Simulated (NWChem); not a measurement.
The numbers come from NWChem runs, not from measurements. System: F$_{2}$S, charge 0, spin multiplicity 1, at a geometry optimised with PBE0/def2-SVP. Level: MP2/cc-pVDZ, 7 core orbitals frozen, spin-restricted.

Job file:

```
start mol
memory heap 200 mb stack 900 mb global 1100 mb
geometry units angstroms nocenter noautoz noautosym
  F      1.227542     0.000000    -0.491554
  S      0.000000     0.000000     0.552998
  F     -1.227542     0.000000    -0.491554
end
basis spherical
  * library cc-pvdz
end
scf
  rhf
  nopen 0
  maxiter 100
  thresh 1e-7
  semidirect memsize 60000000 filesize 0
end
mp2
  freeze core 7
end
task mp2 energy
```

NWChem printed:

```
             Northwest Computational Chemistry Package (NWChem) 7.3.0
             --------------------------------------------------------

                                NWChem Input Module
                                -------------------

 Scaling coordinates for geometry "geometry" by  1.889725989
 (inverse scale =  0.529177249)

                             Geometry "geometry" -> ""
                             -------------------------

 Output coordinates in angstroms (scale by  1.889725989 to convert to a.u.)

  No.       Tag          Charge          X              Y              Z
 ---- ---------------- ---------- -------------- -------------- --------------
    1 F                    9.0000     1.22754200     0.00000000    -0.49155400
    2 S                   16.0000     0.00000000     0.00000000     0.55299800
    3 F                    9.0000    -1.22754200     0.00000000    -0.49155400

 Effective nuclear repulsion energy (a.u.)     112.0126917350

            Nuclear Dipole moment (a.u.)
            ----------------------------
        X                 Y               Z
 ---------------- ---------------- ----------------
     0.0000000000     0.0000000000    -0.0000075589


 Summary of "ao basis" -> "" (spherical)
 ------------------------------------------------------------------------------
       Tag                 Description            Shells   Functions and Types
 ---------------- ------------------------------  ------  ---------------------
 *                          cc-pvdz                   on all atoms

 Summary of "ao basis" -> "ao basis" (spherical)
 ------------------------------------------------------------------------------
       Tag                 Description            Shells   Functions and Types
 ---------------- ------------------------------  ------  ---------------------
 F                          cc-pvdz                  6       14   3s2p1d
 S                          cc-pvdz                  8       18   4s3p1d

                                 NWChem SCF Module
                                 -----------------

  ao basis        = "ao basis"
[...]
     1   1 0 0     -0.000000      0.000000      0.000000
     1   0 1 0     -0.000000      0.000000      0.000000
     1   0 0 1      0.735283      0.000000     -0.000008

     2   2 0 0    -17.539340      0.000000     96.859650
     2   1 1 0      0.000000      0.000000      0.000000
     2   1 0 1      0.000000      0.000000      0.000000
     2   0 2 0    -16.981246      0.000000      0.000000
     2   0 1 1     -0.000000      0.000000      0.000000
     2   0 0 2    -15.574093      0.000000     33.004364

                   NWChem MP2 Semi-direct Energy/Gradient Module
                   ---------------------------------------------

  Basis functions       =     46
  Molecular orbitals    =     46
  Frozen core           =      7
  Frozen virtuals       =      0
  Active alpha occupied =     10
  Active beta occupied  =     10
  Active alpha virtual  =     29
  Active beta virtual   =     29
  Use MO symmetry       = F
  Use skeleton AO sym   = F

  AO/Fock/Back tols     =   1.0D-09  1.0D-09  1.0D-09

 GA uses MA = F    GA memory limited = T

 Available:
  local mem=  1.26D+08
 global mem=  1.44D+08
 local disk=  0.00D+00
  mp2_memr nvloc                    29
  nvloc new                    29
   1 passes of  10:        3145728                      11711                   1068562.
   1 passes of  10: M    126153667           G      144174968           F     123007939.

 Semi-direct pass number   1 of   1  for RHF alpha+beta  at        2.0s
  vrange nnbf                  1080
  mp2_eaftype                    10  avail_ma_in_mb                  1099
 EAF : mp2_eaftype filesize          10     534281.
  mp2_eaf for mointskh                     10
Node 0 wrote      2.5 Mb in      0.0 s     Agg I/O rate:  1283.9 Mb/s
 Done moints_semi at        5.7s
  mp2_eaftype                    10  avail_ma_in_mb                  1089
 EAF : mp2_eaftype filesize          10     534281.
  mp2_eaf for kh                    10
 Done maket at        5.8s
 Done multipass loop at        5.8s

          -------------------------------------------
          SCF energy                -596.333325352450
          Correlation energy          -0.502929889533
          Singlet pairs               -0.301756182960
          Triplet pairs               -0.201173706574
          Total MP2 energy          -596.836255241984
          -------------------------------------------

          ---------------------------------------------------
                    Spin Component Scaled (SCS) MP2
          Same spin pairs                     -0.134115804382
          Same spin scaling factor             0.333333333333
          Opposite spin pairs                 -0.368814085151
          Opposite spin scaling fact.          1.200000000000
          SCS-MP2 correlation energy          -0.487282170309
          Total SCS-MP2 energy              -596.820607522759
          ---------------------------------------------------

 -----------------------
 Performance information
 -----------------------

 Timer overhead =  3.18D-07 seconds/call

               Nr. of calls         CPU time (s)                 Wall time (s)                GFlops
             ---------------    -------------------     ------------------------------   -------------------
Name         Min   Avg   Max    Min     Avg     Max     Min     Avg     Max   Mx/calls   Min     Max     Sum
mp2: moin     1     1     1    3.8     3.8     3.8      3.8     3.8     3.8     3.8      0.0     0.0     0.0
mp2: make     1     1     1   4.52E-2 4.52E-2 4.52E-2  4.52E-2 4.52E-2 4.52E-2 4.52E-2   0.0     0.0     0.0
mp2: tota     1     1     1    3.9     3.9     3.9      3.9     3.9     3.9     3.9      0.0     0.0     0.0

 The average no. of pstat calls per process was 3.00D+00
 with a timing overhead of 9.53D-07s

 Task  times  cpu:        5.7s     wall:        5.7s

 Total times  cpu:        5.8s     wall:        5.8s
```
